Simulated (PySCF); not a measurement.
Ga(H)(Me)2(OH2), C2H9GaO, singlet (PBE0/def2-SVP optimised geometry):

```
13

Ga    -0.527    -0.935     0.000
H     -0.618    -1.739    -1.373
C     -0.709    -1.976     1.686
H     -0.249    -2.976     1.628
H     -1.777    -2.135     1.909
H     -0.283    -1.444     2.554
C     -0.900     1.007     0.000
H     -1.985     1.184    -0.084
H     -0.421     1.517    -0.851
H     -0.557     1.489     0.929
O      1.688    -0.935     0.000
H      1.984    -1.355    -0.818
H      1.985    -1.517     0.712
```

Computed with PBE0/def2-TZVP (PySCF).

Question: What are the frontier orbital energies and the dipole moment?

Answer: HOMO-2 -9.83 eV, HOMO-1 -7.28 eV, HOMO -7.10 eV, LUMO -0.24 eV, LUMO+1 0.99 eV; dipole moment 3.40 D.

Meta-Löwdin charges at PBE0/def2-TZVP: Ga1 0.45, H2 -0.13, C3 -0.60, H4 0.11, H5 0.13, H6 0.11, C7 -0.59, H8 0.12, H9 0.12, H10 0.11, O11 -0.57, H12 0.37, H13 0.37.
